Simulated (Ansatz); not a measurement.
Basis sets compared for the cluster Sn2O4⁺ (the lowest doublet isomer of a short search). Charge 1, multiplicity 2. Geometry PBE-D4/def2-SVP. Ansatz on 4 threads of INTEL XEON PLATINUM 8581C on a shared host; times are rough, and most runs start from earlier orbitals.

```xyz
6

Sn    1.195    1.669   -0.585
Sn   -1.709    0.182    1.266
O    -0.408   -1.459    0.490
O    -0.662    1.485    0.156
O     0.234   -1.318   -0.690
O     1.350   -0.559   -0.636
```

In the def2 sets Sn takes a core potential; there is no spin–orbit coupling. The structure holds 2 bonds between oxygen atoms, so isomers without such links may lie far lower. The structure comes from a short search, and lower isomers may exist.

| level | functions | energy (Eh) | HOMO (eV) | LUMO (eV) | wall time |
| --- | --- | --- | --- | --- | --- |
| PBE-D4/def2-SVP | 108 | -728.6420 | -10.70 | -9.65 | 0.9 s |
| PBE0-D4/def2-SVP | 108 | -728.6002 | -12.53 | -8.70 | 1.4 s |

Q: Estimate the rows for PBE-D4/def2-TZVP (with forces), PBE0-D4/def2-TZVP.

A: 
```
                         level  functions  energy (Eh)  HOMO (eV)  LUMO (eV)  wall time
PBE-D4/def2-TZVP (with forces)        224    -729.0289     -10.76      -9.69      2.3 s
             PBE0-D4/def2-TZVP        224    -728.9879     -12.55      -8.68      4.8 s
```
